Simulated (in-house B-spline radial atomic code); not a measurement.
P. Computed with a B-spline radial atomic code. Model: non-relativistic spherical atom: semilocal Troullier-Martins pseudo-atom, one channel per l, against all electrons, high spin, G0W0 and RPA with empty states to l = 8, local potential for every l without a channel, a model core (radius 0 = none) keeps its share of the functional.

What the tables leave out is listed at the end.

The pseudopotential gives back the lowest level of each angular momentum of its own functional in the configuration it was made in; a second state of the same l is only approximately right. Exact exchange, RPA and GW see the smooth pseudo-orbitals and miss the exchange with the core, for which the functional's share stands in. The column with an uncorrelated core keeps all orbitals and exact exchange, and so separates missing core correlation from pseudisation. Only the three outermost levels and the lowest empty one were computed. RPA here is direct RPA, with no exchange kernel, and its energies carry an (l + 1/2)⁻⁴ tail. A hybrid on a potential with a model core restores only its own semilocal share of the core's exchange.

Command:
```bash
python run_psgw.py task.json out
```
Settings (lengths in bohr, energies in hartree):
```
Z                      15
electrons              15
configuration          [Ne] 3s2 3p3
generated_in           [Ne] 3s2 3p3
functional             pbe,pbe
core_shells            3
radius_factor          1.3
core_correction        False
```

Time taken, with all properties: 9.2 s on 1 thread of AMD EPYC 9R14 (Zen 4), on a shared host.

Given: made with PBE; model core radius 0 bohr; local radius 2.104 bohr; mean-field start PBE.

Valence shells of the generating configuration: 3s, 3p.

Channel: s 2.051, p 2.405 (radii in bohr).

Computed: largest level miss in the spin-unpolarised generating configuration 0 eV; valence RPA correlation energy all-electron orbitals -0.20821 hartree; valence RPA correlation energy pseudo -0.20419 hartree; all-electron RPA polarisability, core included 23.237 bohr³.

```csv
level,occupied,mean-field all-electron (eV),mean-field pseudo minus all (eV),G0W0 all-electron (eV),G0W0 uncorrelated core minus all (eV),G0W0 pseudo minus all (eV),exchange self-energy all-electron (eV),exchange self-energy pseudo (eV)
3p up,1,-6.2938,-0.001,-10.093,0.081,-0.022,-16.823,-15.344
3p down (empty),0,-3.7374,0.035,-1.0975,0.084,0.048,-3.8341,-2.4106
```

Task: What is the pseudo-atom RPA polarisability?

Result: 23.058 bohr³.

Given: mean-field start PBE0.

Computed: valence RPA correlation energy all-electron orbitals -0.18769 hartree; valence RPA correlation energy pseudo -0.18522 hartree; all-electron RPA polarisability, core included 19.574 bohr³.

| level | occupied | mean-field all-electron (eV) | mean-field pseudo minus all (eV) | G0W0 all-electron (eV) | G0W0 uncorrelated core minus all (eV) | G0W0 pseudo minus all (eV) | exchange self-energy all-electron (eV) | exchange self-energy pseudo (eV) |
| --- | --- | --- | --- | --- | --- | --- | --- | --- |
| 3p up | 1 | -7.5331 | 0.007 | -10.456 | 0.086 | -0.012 | -16.846 | -15.41 |
| 3s down | 1 | -13.139 | 0.075 | -16.159 | 0.191 | 0.201 | -15.349 | -12.832 |
| 3p down (empty) | 0 | -2.664 | 0.015 | -0.78832 | 0.079 | 0.051 | -3.5106 | -2.2819 |

Task: What is the pseudo-atom RPA polarisability?

Result: 19.436 bohr³.

Given: mean-field start Hartree-Fock.

Computed: valence RPA correlation energy all-electron orbitals -0.14645 hartree; all-electron RPA polarisability, core included 14.327 bohr³; pseudo-atom RPA polarisability 14.025 bohr³.

| level | occupied | mean-field all-electron (eV) | mean-field pseudo minus all (eV) | G0W0 all-electron (eV) | G0W0 uncorrelated core minus all (eV) | G0W0 pseudo minus all (eV) | exchange self-energy all-electron (eV) | exchange self-energy pseudo (eV) |
| --- | --- | --- | --- | --- | --- | --- | --- | --- |
| 3p up | 1 | -10.67 | -0.051 | -10.919 | 0.085 | 0.053 | -16.704 | -15.479 |
| 3s down | 1 | -15.134 | 0.149 | -16.362 | 0.196 | 0.326 | -14.892 | -12.688 |
| 3s up | 1 | -22.755 | -0.048 | -20.442 | 0.101 | 0.043 | -22.596 | -20.609 |

Task: What is the valence RPA correlation energy pseudo?

Result: -0.14634 hartree.

Among the listed levels the largest G0W0 shift of the pseudo-atom is +0.33 eV, for 3s down on the Hartree-Fock start, while leaving the core uncorrelated moves that level by +0.20 eV. The rest, +0.13 eV, comes from pseudisation and the lost core exchange. Not in the tables (levels of low weight, unsolved or above zero; the highest and the empty levels are kept at any weight): on PBE the G0W0 levels 3s down (pseudo minus all +0.18 eV, weights 0.75 and 0.74), 3s up (pseudo minus all +0.83 eV, weights 0.04 and 0.07); on PBE0 the G0W0 levels 3s up (pseudo minus all +0.06 eV, weights 0.35 and 0.33).
